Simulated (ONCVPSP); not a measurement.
# Transferability test, ONCV potential for osmium (Os)

- Element: Os (Z = 76)
- Generator: ONCVPSP 4.0.1
- Type: optimised norm-conserving Vanderbilt (ONCV)
- Functional: PBE
- Relativity: scalar-relativistic
- Frozen core: [Kr] 4d10 4f14
- Valence charge: 16
- Reference configuration: 5s2 5p6 5d6 6s2
- Partial waves: 5s+6s: rc 1.40 bohr, ncon 3, nbas 7, qcut 8.4 1/bohr, 2 projectors; 5p: rc 1.85 bohr, ncon 3, nbas 8, qcut 7.6 1/bohr, 2 projectors, debl 2.2 Ha; 5d: rc 2.00 bohr, ncon 4, nbas 8, qcut 6.4 1/bohr, 2 projectors, debl 2.8 Ha
- Local potential: polynomial inside 1.25 bohr (lpopt 5, dvloc0 3 Ha)
- Core correction: none

Energies are relative to the spin-unpolarised reference configuration 5s2 5p6 5d6 6s2; without spin polarisation the order of configurations can differ from experiment.

Question: Give the all-electron excitation energy and the error of the potential for: 5s2 5p6 5d6 6s1; 5s2 5p6 5d6 6s0; 5s2 5p6 5d5 6s0; 5s2 5p6 5d7 6s1.

Answer:

```tsv
valence configuration	charge	ΔE all-electron (eV)	error AE − PS (meV)
5s2 5p6 5d6 6s1	+1	9.577	-2.7
5s2 5p6 5d6 6s0	+2	26.492	-5.2
5s2 5p6 5d5 6s0	+3	55.339	-6.6
5s2 5p6 5d7 6s1	0	0.317	-4.8
```

Levels in the configuration 5s2 5p6 5d6 6s1:

```
level  all-electron (eV)  pseudo (eV)
   5s            -99.601      -99.609
   5p            -58.918      -58.921
   5d            -14.139      -14.138
   6s            -13.142      -13.140
```
